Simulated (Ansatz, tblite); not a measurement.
Removing and adding an electron: Ge(eta1-allyl)2H2 (C6H12Ge). Charge 0, multiplicity 1. Geometry: PBE-D4/def2-SVP. Ansatz, gas phase; energy differences of separate SCF runs; the oxidised species was run as a doublet alone; the reduced species was run as a doublet alone.

Cartesian coordinates in Å:
```
Ge -0.061 -0.139 -0.360
C -1.496 0.201 0.982
C -2.851 -0.012 0.390
C -3.652 -1.072 0.614
H -1.360 1.247 1.331
H -1.312 -0.474 1.843
H -3.193 0.765 -0.320
H -3.360 -1.877 1.309
H -4.627 -1.170 0.113
C 1.728 0.329 0.385
C 2.823 -0.054 -0.558
C 3.530 0.793 -1.330
H 1.816 -0.206 1.354
H 1.727 1.419 0.592
H 3.029 -1.138 -0.640
H 3.362 1.883 -1.294
H 4.301 0.428 -2.026
H -0.319 0.719 -1.631
H -0.086 -1.643 -0.755
```

The xTB rows come from tblite. HOMO above LUMO, or a gap near zero within one spin, warns that the state may not be the lowest or that an electron is smeared out.

```tsv
level	−HOMO (eV)	vertical IE (eV)	−LUMO (eV)	vertical EA (eV)	HOMO–LUMO gap (eV)	IE − EA (eV)	remarks
GFN1-xTB	11.28	13.60	7.02	4.60	4.26	9.00	–
GFN2-xTB	10.25	12.70	5.90	3.39	4.35	9.31	–
PBE-D4/def2-TZVPD	5.70	–	1.23	-0.76	4.47	–	HOMO above zero (-1 doublet), gap within one spin near zero (-1 doublet)
```

Q: Estimate the rows for PBE-D4/def2-TZVP, PBE0-D4/def2-TZVP, PBE0-D4/def2-TZVPD.

A: 
```
             level  −HOMO (eV)  vertical IE (eV)  −LUMO (eV)  vertical EA (eV)  HOMO–LUMO gap (eV)  IE − EA (eV)                       remarks
  PBE-D4/def2-TZVP        5.67              8.00        1.17                 –                4.51             –                             –
 PBE0-D4/def2-TZVP        6.70              8.29        0.20                 –                6.50             –                             –
PBE0-D4/def2-TZVPD        6.71                 –        0.27             -1.08                6.45             –  HOMO above zero (-1 doublet)
```

Run but left out: HF/def2-TZVP, HF/def2-TZVPD (singlet: restricted singlet, unstable in another Hartree–Fock run and untested here).   A HOMO above zero means that the electron is unbound at that level or that self-interaction error raises the level; the energy of removing that electron tells which. Raw xTB energy differences between charge states are shifted by several eV; the methods need an empirical correction for them. A negative affinity means that the extra electron isn't bound; its size then hangs on the basis.
